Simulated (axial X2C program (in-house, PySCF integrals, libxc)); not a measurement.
# CrO⁺ along the bond: PBE0, 2c

Computed with an in-house all-electron X2C program for linear molecules (integrals from PySCF). Two-component (2c) means X2C with spin–orbit coupling and atomic mean-field two-electron Coulomb and Gaunt terms. Basis: Cr dyall-cv3z [9s10p6d3f2g], O dyall-av3z [7s6p3d2f] (cores contracted in-house); Gaussian nuclei, density fitting, unrestricted open shells. Masses: Cr 51.941 u, O 15.995 u.

State: Ω = 3/2 (⟨Sz⟩ = 1.50, ⟨Lz⟩ = 0.00 at PBE0). Dipoles are positive if O is the positive end and refer to the centre of mass.

```json
{"R (Å)": "1.382", "μ (D)": "-3.500", "HOMO (eV)": "-13.21", "LUMO (eV)": "-10.24"}
{"R (Å)": "1.446", "μ (D)": "-4.019", "HOMO (eV)": "-13.43", "LUMO (eV)": "-10.42"}
{"R (Å)": "1.494", "μ (D)": "-4.325", "HOMO (eV)": "-13.58", "LUMO (eV)": "-10.52"}
{"R (Å)": "1.541", "μ (D)": "-4.545", "HOMO (eV)": "-13.69", "LUMO (eV)": "-10.58"}
{"R (Å)": "1.589", "μ (D)": "-4.682", "HOMO (eV)": "-13.78", "LUMO (eV)": "-10.61"}
{"R (Å)": "1.645", "μ (D)": "-4.752", "HOMO (eV)": "-13.85", "LUMO (eV)": "-10.61"}
{"R (Å)": "1.700", "μ (D)": "-4.756", "HOMO (eV)": "-13.89", "LUMO (eV)": "-10.58"}
{"R (Å)": "1.772", "μ (D)": "-4.696", "HOMO (eV)": "-13.91", "LUMO (eV)": "-10.53"}
{"R (Å)": "1.859", "μ (D)": "-4.561", "HOMO (eV)": "-13.89", "LUMO (eV)": "-10.47"}
{"R (Å)": "1.986", "μ (D)": "-4.297", "HOMO (eV)": "-13.80", "LUMO (eV)": "-10.38"}
```

Question: The minimum lies at 1.580 Å. What is the dipole moment there?

Answer: At PBE0, 2c, with the sign and origin stated: μ = -4.66 D.

One determinant describes the state; a PBE0 search over occupations chose it and may have missed a lower one. Density functionals use the spin component along the axis (collinear). Other states lie close and PBE0, whose exact exchange favours high spin, may order them wrongly; the determinant shown need not be the ground state. The nearest other spin-free determinant of the search, M_S = 3/2, Λ = 1, lies 0.05 eV up at the distance of the search. With several unpaired electrons one determinant need not be a pure state. A state of lower Ω lies just above, and one determinant can place such states too high, so the state shown need not be the lowest. The search has Ω = 1/2 only 0.03 eV up. This is the top spin component of a Σ state; components of lower Ω are not single determinants and can lie lower. The determinant is spin-polarised beyond a pure state at some levels (its spin-free form has ⟨S²⟩ too high), which makes Re and μ there less reliable.
